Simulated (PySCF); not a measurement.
# Molecular orbitals of LiTl

PBE at R = 3.045 Å; PySCF, scalar-relativistic core potentials, basis sets Li def2-SVP, Tl def2-SVP with ECP60. State: ¹Σ⁺ (singlet), closed shell. Only the outer orbitals are listed, counted within each symmetry, core potentials removing the inner ones.

```
orbital  occ.  ε (eV)  on Li (%)            main shells (%)
     3σ     2  -50.42        100                   100 Li s
     1δ     2  -15.43          0                   100 Tl d
     1δ     2  -15.43          0                   100 Tl d
     2π     2  -15.13          0                   100 Tl d
     2π     2  -15.13          0                   100 Tl d
     4σ     2  -15.05          0                   100 Tl d
     5σ     2   -9.25          3                    97 Tl s
     6σ     2   -2.95         45           54 Tl p, 44 Li s
     3π     0   -2.33          8            92 Tl p, 8 Li p
     3π     0   -2.33          8            92 Tl p, 8 Li p
     7σ     0   -1.60         76  54 Li s, 25 Tl p, 22 Li p
```

Task: Which are the highest filled and the lowest empty level, where do they sit, and how wide is the gap?

Result: Highest filled 6σ at -2.95 eV (in %: 54 Tl p, 44 Li s); lowest empty 3π at -2.33 eV (in %: 92 Tl p, 8 Li p); the gap at PBE is 0.62 eV.

The bond order (Mayer) is 1.02, the ⟨S²⟩ is 0.000 and the charge on Li (Mulliken, basis-dependent) is 0.04. The charge on Li (Löwdin, basis-dependent) is 0.02, the dipole moment (positive dipole means Li(−)Tl(+)) is -1.00 D and the polarisability along the bond is 292.2 bohr³. The polarisability across the bond is 84.8 bohr³.

Closed-shell solutions of metal pairs were not tested for spin polarisation, which can lower them a little. These are scalar-relativistic numbers at best; spin–orbit coupling would shift them, the dissociation energy most.
